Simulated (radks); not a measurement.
Spherical quantum dot in the effective-mass picture: electrons in a hard-walled sphere of radius 3.19, all in effective atomic units (hartree* = m*/eps^2 hartree, bohr* = eps/m* bohr), one dielectric constant everywhere. Method: non-relativistic Kohn-Sham, LDA (Slater exchange, Perdew-Wang correlation), spin-polarised, spherical densities; computed with a radial shooting solver with Libxc functionals. Levels are named by radial order and angular momentum (1s, 1p, 1d, 2s, ...), and open shells are averaged over m. Each electron was tried in the lowest free levels, single moves between levels near the top were tried too, and the lowest total energy was kept; such a search can miss a lower state. At N = 1 the Hartree and exchange-correlation terms need not cancel, so that row can carry a self-interaction error.

N	open shells	2S	E (hartree*)	mu = E(N) - E(N-1) (hartree*)	addition energy mu(N+1) - mu(N) (hartree*)	e(HOMO) (hartree*)	rms radius (bohr*)
1	1s(up 1, down 0)	1	0.500621	0.50062	0.4956	0.69440	1.711
2	none	0	1.49682	0.99620	0.8437	1.1957	1.776
3	1p(up 1, down 0)	1	3.33674	1.8399	0.3926	2.0338	1.886
4	1p(up 2, down 0)	2	5.56929	2.2325	0.4017	2.4326	1.947
5	1p(up 3, down 0)	3	8.20356	2.6343	0.5097	2.8364	1.989
6	1p(up 3, down 1)	2	11.3475	3.1439	0.3850	3.3346	2.023
7	1p(up 3, down 2)	1	14.8764	3.5289	0.3922	3.7243	2.051
8	none	0	18.7975	3.9211	0.9204	4.1184	2.074
9	1d(up 1, down 0)	1	23.6390	4.8415	0.3804	5.0313	2.104
10	1d(up 2, down 0)	2	28.8609	5.2219	0.3822	5.4128	2.128
11	1d(up 3, down 0)	3	34.4651	5.6041	0.3832	5.7956	2.150
12	1d(up 4, down 0)	4	40.4524	5.9874	0.3837	6.1792	2.168
13	1d(up 5, down 0)	5	46.8235	6.3711	0.4854	6.5630	2.185
14	1d(up 5, down 1)	4	53.6799	6.8564	0.3747	7.0434	2.200
15	1d(up 5, down 2)	3	60.9111	7.2312	0.3765	7.4192	2.213
16	1d(up 5, down 3)	2	68.5187	7.6076	0.3775	7.7962	2.226
17	1d(up 5, down 4)	1	76.5038	7.9851	0.3782	8.1741	2.237
18	none	0	84.8671	8.3633	1.010	8.5525	2.248
19	1f(up 1, down 0)	1	94.2399	9.3728	0.3709	9.5581	2.260
20	1f(up 2, down 0)	2	103.984	9.7437	0.3713	9.9293	2.271
21	1f(up 3, down 0)	3	114.099	10.115	0.3716	10.301	2.282
22	1f(up 4, down 0)	4	124.585	10.487	0.3718	10.672	2.292
23	1f(up 5, down 0)	5	135.444	10.858	0.3719	11.044	2.301
24	1f(up 6, down 0)	6	146.674	11.230	0.3719	11.416	2.310
25	1f(up 7, down 0)	7	158.276	11.602	-	11.788	2.318

All shells are closed at N = 2, 8, 18 (there: 1s2 1p6 1d10); the second difference of the energy has clear peaks (12 % above both neighbours; the first and last values, which can be the largest, are not judged, and half-filled shells can peak too) at N = 2, 5, 8, 13, 18.
